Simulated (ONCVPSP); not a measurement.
# Potentials for nickel (Ni) compared

Generated with ld1.x 7.5 (TM, RRKJ, ultrasoft, PAW), atompaw 4.2 or ONCVPSP 4.0.1. The cutoff is in Ry: for ld1.x and atompaw files where the sum of valence levels is converged to 10 mRy in a Bessel basis, for ONCV files where the hardest occupied wave has 1 mHa per electron of residual kinetic energy. The error is the largest all-electron minus pseudo excitation energy over each file’s own four to seven test configurations (ionisations up to +4, promotions, holes and added fractions of an electron), all of which were solved. The labels leave out finer settings (local radius, basis sizes, second energies), which also bear on the numbers. Spin-polarised tests are not counted. The rows are a selection from randomly drawn settings: files with unsolved tests, undetermined cutoffs or missed reference levels are left out.

A true bound ghost makes a file unfit for plane-wave use even where its test errors are small: the radial tests pick states by their node count and pass the ghost by.

| potential | cutoff (Ry) | largest error (meV) | bound ghosts |
| --- | --- | --- | --- |
| ONCV, PBE, scalar-relativistic, rc 1.05/0.85/0.80 (spd), local smoothed, core correction yes, reference 3s2 3p6 3d8 4s0.5, qcut 12.2/9.6/13.8, projectors 2/2/2 | 256 | -3.8 | none |
| ONCV, LDA (Perdew-Wang 92), scalar-relativistic, rc 1.95/1.55/0.80/2.00 (spdf), local smoothed, core correction yes, reference 3d8 4s2, qcut 3/4.7/13/6.4, projectors 2/2/2/2 | 485 | -493 | s, p |
| ONCV, PBEsol, scalar-relativistic, rc 1.20/1.05/1.20 (spd), local smoothed, core correction yes, reference 3s2 3p6 3d8 4s0.5, qcut 12.8/12.2/12.4, projectors 2/1/1 | 127 | -83 | none |
| ONCV, PBE, scalar-relativistic, rc 1.10/0.75/1.05 (spd), local smoothed, core correction no, reference 3s2 3p6 3d8 4s1, qcut 10.7/12.5/15.7, projectors 2/1/1 | 182 | -6.2 | none |
| ONCV, PBE, scalar-relativistic, rc 0.72/0.75/0.75 (spd), local smoothed, core correction yes, reference 3s2 3p6 3d8 4s2, qcut 12.2/12/11.2, projectors 2/2/2 | 617 | -1.4 | none |
| ONCV, PBE, fully relativistic, rc 1.40/1.05/1.25 (spd), local smoothed, core correction no, reference 3s2 3p6 3d8 4s2, qcut 8.7/10.8/15.2, projectors 2/2/2 | 151 | +17 | none |
| ONCV, LDA (Perdew-Zunger), fully relativistic, rc 1.10/0.75/1.00 (spd), local smoothed, core correction no, reference 3s2 3p6 3d8 4s2, qcut 12.8/9.7/19.1, projectors 2/2/2 | 230 | +5.2 | none |

Q: Fill in the row for Ni: ONCV, PBE, fully relativistic, rc 1.10/1.20/0.95 (spd), local smoothed, core correction no, reference 3s2 3p6 3d8 4s2, qcut 12.5/10.2/13.5, projectors 2/2/3.

A: cutoff 160 Ry, largest error +3.5 meV, bound ghosts: none.

Q: Fill in the row for Ni: ONCV, PBE, scalar-relativistic, rc 1.30/1.10/1.65 (spd), local smoothed, core correction yes, reference 3s2 3p6 3d8 4s2, qcut 7/14.4/11.5, projectors 2/2/3.

A: cutoff 90 Ry, largest error +29 meV, bound ghosts: none.
